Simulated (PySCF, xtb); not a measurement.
CH7GeNO, SMILES C[NH][GeH2][OH]. One conformer was computed; it need not be the lowest.

Harmonic wavenumbers (cm⁻¹) from GFN2-xTB in xtb 6.7.1 at its own minimum, in rising order: 76, 99, 195, 210, 282, 415, 488, 551, 590, 647, 697, 762, 812, 1046, 1104, 1119, 1327, 1421, 1485, 1500, 1953, 2068, 2894, 2957, 3003, 3428, 3646.

Problem. What does ωB97X-D3(BJ)/def2-SVP (PySCF 2.14.0) give at its own minimum? (An estimate is asked for; the answer gives what the named calculation found.)

Solution. 82, 121, 200, 222, 305, 430, 547, 675, 707, 749, 841, 861, 907, 1099, 1148, 1170, 1402, 1461, 1479, 1505, 2185, 2232, 3019, 3098, 3138, 3645, 3912. Paired by order, the mean absolute difference is 88 cm⁻¹ and the zero-point energies are 49.7 and 53.1 kcal/mol.
